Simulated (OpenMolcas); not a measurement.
## Ionisation energies of molybdenum

```yaml
Program: OpenMolcas
Basis: ANO-R2 [7s5p4d2f1g]
Scalar_Hamiltonian: X2C, finite nucleus
Spin-orbit_coupling: state interaction with AMFI integrals over the reference wave functions, term energies averaged over their components
```

Active shells in each charge state: the valence d, s shells, with orbitals averaged over the low states. Where CASPT2's correlated closed shells are named, they are those of the first ion.

A. CASSCF
B. SS-CASPT2, IPEA 0.25 Eh, imaginary shift 0.1 Eh (closed shells correlated: 4s 4p)
C. SS-CASPT2, IPEA 0.25 Eh, imaginary shift 0.1 Eh (closed shells correlated: 3d 4s 4p)
D. SS-CASPT2, IPEA 0 Eh, imaginary shift 0.1 Eh (closed shells correlated: 4s 4p)

Energies in eV between the lowest computed levels, named as in B; reference values from the NIST Atomic Spectra Database with their kind.

```tsv
From	To	A	B	C	D	Spin-orbit share in B	Reference
Mo 4d⁵ 5s ⁷S₃	Mo+ 4d⁵ ⁶S_5/2	6.584	7.217	7.234	7.397	+0.000	7.092 (measured)
Mo+ 4d⁵ ⁶S_5/2	Mo2+ 4d⁴ ⁵D₀	14.749	15.961	15.948	16.148	-0.132	16.160 (semi-empirical)
```

Error against the reference values, in %:

```
From       Reference     A     B     C     D
  Mo        measured  -7.2  +1.8  +2.0  +4.3
 Mo+  semi-empirical  -8.7  -1.2  -1.3  -0.1
```

Absolute error against the one measured value: A 0.51 eV, B 0.12 eV, C 0.14 eV, D 0.30 eV.

The lowest level within the active space need not be the ion's true ground level.
